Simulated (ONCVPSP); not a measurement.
# What one change does to a pseudopotential (phosphorus, ONCV)

P (Z = 15), optimised norm-conserving Vanderbilt (ONCV), made with ONCVPSP 4.0.1 (PW91, scalar-relativistic). Core [He], reference 2s2 2p6 3s1 3p4. Waves: 2s+3s: rc 0.85 bohr, ncon 5, nbas 10, qcut 10.6 1/bohr, 2 projectors; 2p+3p: rc 0.95 bohr, ncon 5, nbas 9, qcut 18.5 1/bohr, 2 projectors. Local part: polynomial inside 0.65 bohr (lpopt 3, dvloc0 0 Ha). Core correction: Teter function, fcfact 5.75, rcfact 1.55.

All-electron outer shells of the reference configuration (PW91, scalar-relativistic, ld1.x):

```json
{"shell": "1s", "level (eV)": "-2086.62", "outermost node (bohr)": "–", "outermost maximum (bohr)": "0.07"}
{"shell": "2s", "level (eV)": "-175.59", "outermost node (bohr)": "0.14", "outermost maximum (bohr)": "0.42"}
{"shell": "2p", "level (eV)": "-126.19", "outermost node (bohr)": "–", "outermost maximum (bohr)": "0.36"}
{"shell": "3s", "level (eV)": "-14.72", "outermost node (bohr)": "0.65", "outermost maximum (bohr)": "1.56"}
{"shell": "3p", "level (eV)": "-6.11", "outermost node (bohr)": "0.64", "outermost maximum (bohr)": "1.81"}
```

Change: s: rc 1.18.

Cutoffs: the cutoffs (Ha) at which the residual kinetic energy of the hardest occupied pseudo-wave falls to 1 and 0.1 mHa per electron; they do not see the model core or the augmentation charge, which bear on the density cutoff. Errors are all-electron minus pseudo energies relative to the spin-unpolarised reference configuration.

Problem. What does the change do?

Solution. The potential gets neither clearly harder nor softer (119 Ha and 136 Ha → 119 Ha and 136 Ha); of the 4 tests that both files solve, the error grows in 3 and shrinks in 0 by more than 15 % and 0.3 meV (median size 0.9 → 6.0 meV); neither file shows a bound ghost. More of the atom is replaced by a form fitted at one configuration, so other configurations suffer.

| quantity | base | changed |
| --- | --- | --- |
| cutoff, loose | 119 Ha | 119 Ha |
| cutoff, tight | 136 Ha | 136 Ha |
| loose cutoff by channel | s 35 Ha, p 119 Ha | s 38 Ha, p 119 Ha |
| bound ghosts | none | none |
| GHOST(+) flags under 300 eV | none | s at 148.5 eV |
| error for 2s2 2p6 3s2 3p3, meV [ΔE -8.54 eV] | +0.2 | +5.6 |
| error for 2s2 2p6 3s2 3p2, meV [ΔE 1.24 eV] | +1.6 | +6.3 |
| error for 2s2 2p6 3s2 3p1, meV [ΔE 20.44 eV] | +5.6 | +9.2 |
| error for 2s2 2p6 3s1 3p3, meV [ΔE 10.36 eV] | +0.3 | +0.3 |
| p: phases at 0.96 bohr within 0.05 rad from the reference energy up to (Ha; the scan ends near 5) | to the end of the scan | to the end of the scan |
| rms error of d²Exc/dni dnj with the model core, mHa | 2.50 | 2.48 |
